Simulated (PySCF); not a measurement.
B3LYP has the VWN-RPA correlation part, as in Gaussian. Excitations are Tamm–Dancoff values on a coarser integration grid. The basis has no diffuse functions, so Rydberg states are missing or too high.

# C$_{4}$H$_{10}$O, SMILES `CC(C)(C)O` (C–C–O–H torsion 61°) (charge 0, multiplicity 1)

The numbers are results of B3LYP-D3(BJ)/def2-TZVP (PySCF), not measurements.

- HOMO = -7.50 eV
- dipole moment = 1.56 D
- HOMO–LUMO gap = 7.98 eV
- LUMO = 0.48 eV
- S1 excitation (TDA) = 6.86 eV
- S1 oscillator strength = 0.016
- brightest of the four lowest singlets (TDA) = 8.30 eV
- T1 excitation (TDA) = 6.60 eV
- S1–T1 gap (TDA) = 0.27 eV
- total energy = -233.7925 Ha
- cost = about 2.6 core-minutes (a rough figure)

```xyz
15

C     -1.1185    -0.5844    -0.7102
C     -0.0281    -0.0656     0.2275
C      0.1867     1.4356     0.0340
C      1.2729    -0.8312     0.0237
O     -0.4028    -0.3264     1.5923
H     -0.8414    -0.4394    -1.7562
H     -1.2875    -1.6481    -0.5391
H     -2.0595    -0.0549    -0.5383
H     -0.7417     1.9846     0.2131
H      0.5148     1.6596    -0.9829
H      0.9410     1.8010     0.7316
H      1.6441    -0.6964    -0.9932
H      1.1152    -1.8958     0.1996
H      2.0317    -0.4772     0.7223
H     -1.2270     0.1386     1.7757
```
